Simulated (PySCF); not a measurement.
Vertical excitations of a molecule C2H4F2Si2 from PySCF with TDA-ωB97X/def2-SVPD, as energy in eV (oscillator strength): 5.58 (0.005), 6.08 (0.005), 6.29 (0.006), 6.50 (0.016), 6.92 (0.051), 7.78 (0.009), 8.06 (0.514), 8.29 (0.028), 8.38 (0.019), 8.43 (0.058). Lowest triplet (TDA): 4.85 eV. Geometry: B3LYP-D3(BJ)/def2-SVP. Other conformers were not sampled.

Question: Which structure fits?
(A) C#C[Si@H](F)[SiH2]F
(B) FC1=C(F)[SiH2][SiH2]1
(C) C#C[Si](F)(F)[SiH3]
(D) F[SiH](F)C#C[SiH3]

Answer: A, C#C[Si@H](F)[SiH2]F
